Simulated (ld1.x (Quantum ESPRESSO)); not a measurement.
## u(r) = r·R(r): atom against pseudo-atom (iron (Fe))

Columns: radius, all-electron u(r) and pseudo u(r) of the 3p shell (level -61.79 eV) of iron in the configuration [Ne] 3s2 3p6 3d6 4s1 4p1; PBE, scalar-relativistic, TM scheme, ld1.x (Quantum ESPRESSO) 7.5.

| r (bohr) | all-electron | pseudo |
| --- | --- | --- |
| 0.062 | 0.3421 | -0.0237 |
| 0.125 | 0.5982 | -0.0941 |
| 0.188 | 0.5281 | -0.2050 |
| 0.250 | 0.2592 | -0.3437 |
| 0.312 | -0.0801 | -0.4997 |
| 0.375 | -0.4130 | -0.6621 |
| 0.438 | -0.6921 | -0.8147 |
| 0.500 | -0.9000 | -0.9440 |
| 0.562 | -1.0420 | -1.0443 |
| 0.625 | -1.1265 | -1.1121 |
| 0.688 | -1.1616 | -1.1451 |
| 0.750 | -1.1590 | -1.1464 |
| 0.812 | -1.1297 | -1.1219 |
| 0.875 | -1.0806 | -1.0768 |
| 0.938 | -1.0191 | -1.0175 |
| 1.000 | -0.9515 | -0.9510 |
| 1.062 | -0.8808 | -0.8807 |
| 1.125 | -0.8084 | -0.8084 |
| 1.188 | -0.7376 | -0.7376 |
| 1.250 | -0.6707 | -0.6707 |
| 1.312 | -0.6075 | -0.6075 |
| 1.375 | -0.5474 | -0.5474 |
| 1.438 | -0.4918 | -0.4918 |
| 1.500 | -0.4415 | -0.4415 |
| 1.562 | -0.3955 | -0.3955 |
| 1.625 | -0.3530 | -0.3530 |

**Question.** How many radial nodes do the two functions have?

**Answer.** The all-electron 3p function has n − l − 1 = 1; the pseudo-wave has 0, since the states of the same l below it are removed with the core.

**Question.** At about which radius was the pseudo-wave matched?

**Answer.** 1.25 bohr. The columns agree to 0.0005 from 1.06 bohr on; several derivatives are matched, so the curves merge somewhat inside the radius.

**Question.** Is the pseudo-wave norm-conserving?

**Answer.** Yes: the TM scheme keeps the norm inside the radius equal to the all-electron one, which fixes the energy derivative of the logarithmic derivative at the level.
